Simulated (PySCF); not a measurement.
## Identify the compound

An unknown has the formula C₆H₁₀OSi. Its calculated NMR data are:

¹H NMR (400 MHz, computed): δ 7.47 (d, 1H), 5.00 (m, 2H), 4.77 (m, 2H), 3.79 (m, 1H), 3.15 (m, 2H), 1.20 (m, 2H).

¹³C{¹H} NMR (computed): δ 149.4 (CH), 135.6 (C), 78.7 (CH2, 2C), 46.9 (CH), 1.6 (CH2).

Rapidly exchanging positions averaged, one conformer, no solvent model, non-relativistic. Structure optimised with GFN2-xTB; GIAO PBE0/pcSseg-1 shieldings; PySCF 2.14.0 with density-fitted response routines.

δ = σ(ref) − σ, references computed at the same level: TMS for ¹H (31.72 ppm), ¹³C (186.93 ppm).

Problem. Choose the structure that fits.
A. CO[Si]1(C)C=CC=C1
B. C[SiH2]c1ccc(C)o1
C. C=C(C#C[SiH2]C)CO
D. C=C[C@@H]1OC=C[Si@H]1C
E. C(=C1\C[SiH2]1)/C1COC1
F. C1=CC1OC1C[SiH2]C1

Solution. E. 

- The formula gives 3 degrees of unsaturation (2 rings in the answer).
- 5 carbon signals for 6 carbons: some carbons are equivalent by symmetry or fast rotation.
- Carbon types of the structure: 1 × C, 2 × CH, 3 × CH2, leaving 2 H on heteroatoms.
- δC 149.4: alkene CH; as expected for a trigonal carbon in a double bond.
- δC 135.6: fully substituted alkene carbon; as expected for a trigonal carbon in a double bond.
- δC 78.7: sp3 CH2 bonded to O; deshielded by the electronegative neighbour.
- δC 46.9: allylic sp3 CH; a saturated carbon with 3 carbon neighbours and no heteroatom attached.
- δH 5.00, 4.77: hydrogen on an sp3 CH2 bonded to O; its carbon carries O, which withdraws density.

The others: CO[Si]1(C)C=CC=C1 would give 4 carbon signals, not 5; C[SiH2]c1ccc(C)o1 would give 6 carbon signals, not 5; C1=CC1OC1C[SiH2]C1 would give 4 carbon signals, not 5; C=C[C@@H]1OC=C[Si@H]1C would give 6 carbon signals, not 5; C=C(C#C[SiH2]C)CO would give 6 carbon signals, not 5.

Shifts are as computed. Against solution values, carbons near 30 ppm lie about +3 ppm off and those near 130 ppm about +5 ppm. Of 1309 compounds with measured shifts, 239 miss one by over three times the rms of a fit or turn the order of signals round; such compounds aren't used in these exercises. No couplings were computed; multiplicities are counted from neighbouring protons, with m where these are inequivalent, close in shift, in a saturated or five-membered ring or joined by F or P, and br s for small geminal =CH2 splittings.
